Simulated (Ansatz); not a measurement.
Worked example: CH8OSi2 + Al(CH2)(CH3)F → CH7OSi2 + Al(CH3)2F

Species: CH8OSi2 `CO[SiH2][SiH3]`, singlet; Al(CH2)(CH3)F, doublet; CH7OSi2 `CO[SiH][SiH3]`, doublet; Al(CH3)2F, singlet. A radical takes H: the energy is the difference in strength between the Si–H bond broken and the C–H bond made.

Shapes, held fixed at every level: PBE0-D4/def2-TZVP. Flexible molecules stand in one conformer, not always the lowest. Programs: Ansatz 0.2.0. Electronic energies: no zero-point or thermal term.

At CCSD(T)/CBS estimate; 1 Eh = 2625.50 kJ/mol:

```
      species  energy (Eh)
      CH8OSi2  -696.208639
Al(CH2)(CH3)F  -420.956202
      CH7OSi2  -695.557723
    Al(CH3)2F  -421.624596
```

Task: Work out ΔE of the reaction at this level.

Result: 
1. Products less reactants: (-695.557723) + (-421.624596) − [(-696.208639) + (-420.956202)] = -0.017478 Eh = -45.9 kJ/mol.

Other levels give -50.8 (r2SCAN-D4/def2-TZVPP) to -37.1 kJ/mol (BHLYP-D4/def2-TZVPP). No measured value is set beside it here. Open shells run unrestricted. The CBS estimate extrapolates MP2 from def2-TZVPP and def2-QZVPP and adds CCSD(T) − MP2 in the triple-zeta set, cores frozen.
